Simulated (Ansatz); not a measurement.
`[CH3][GeH]([CH3])[PH2]` + H₂ → `[CH3][GeH2][CH3]` + PH₃  (hydrogenolysis of a Ge–P bond)

Program: Ansatz. Geometries: PBE0-D4/def2-TZVP. ΔE: electronic, gas phase. CCSD(T)/CBS is the MP2 limit (def2-TZVPP, def2-QZVPP) plus CCSD(T) − MP2 in def2-TZVPP, frozen cores. This one scheme is used for every species. Functionals use def2-TZVPP. B3LYP here is the variant with VWN-RPA as its local correlation; programs differ in this. For Ge outer-core shells are correlated without core-valence functions, which leaves a few kJ/mol of doubt a bond. Scalar relativity is left out up to krypton. One conformer a species, not always the lowest.

Task: Is it downhill or uphill in electronic energy at CCSD(T)/CBS, and by how much? (An estimate is asked.)

Result: The calculation gave: Uphill: ΔE = +2.3 kcal/mol.

Task: What do these levels give: PBE-D4, r2SCAN-D4, B2PLYP, revPBE, B3LYP, BHLYP, CAM-B3LYP, LC-ωPBE, HF/def2-SVP, MP2/def2-SVP, CCSD/def2-TZVPP, MP2/CBS(def2)? (Best estimate.)

Result: Computed: PBE-D4 3.9, r2SCAN-D4 3.0, B2PLYP 0.5, revPBE 1.5, B3LYP -1.0, BHLYP -2.1, CAM-B3LYP -1.9, LC-ωPBE -0.2, HF/def2-SVP -6.8, MP2/def2-SVP -0.1, CCSD/def2-TZVPP 0.1, MP2/CBS(def2) 4.3 kcal/mol.

Largest T1 diagnostic among the species: 0.013.

At CCSD(T), def2-SVP lies −4.3 kcal/mol from the extrapolated value and def2-TZVPP −0.7 kcal/mol. The D4 term adds +3.0 kcal/mol with B3LYP and +1.7 kcal/mol with PBE0; it sums over pairs of atoms, weighted by their polarisabilities, and B3LYP, whose exchange is more repulsive, gets the larger term. From PBE to PBE0 (25 % exact exchange), in def2-TZVPP and without D4, ΔE moves by −0.9 kcal/mol.
